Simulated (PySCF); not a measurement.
Vertical excitations of a molecule C5H7F from TDA-PBE/def2-SVPD in PySCF 2.14.0, as energy in eV (oscillator strength): 5.28 (0.024), 5.88 (0.037), 6.43 (0.019), 6.78 (0.005), 6.97 (0.069), 7.13 (0.048), 7.40 (0.096), 7.46 (0.148), 7.52 (0.004), 7.57 (0.020). Lowest triplet (TDA): 4.37 eV. Geometry optimised at PBE0-D3(BJ)/def2-SVP. One conformer was computed; it need not be the lowest.

### Question
Which structure fits?
A) C=CC/C=C\F
B) C=CCC(=C)F
C) C=CC1(F)CC1
D) C=C1CC(F)C1

### Answer
B, C=CCC(=C)F
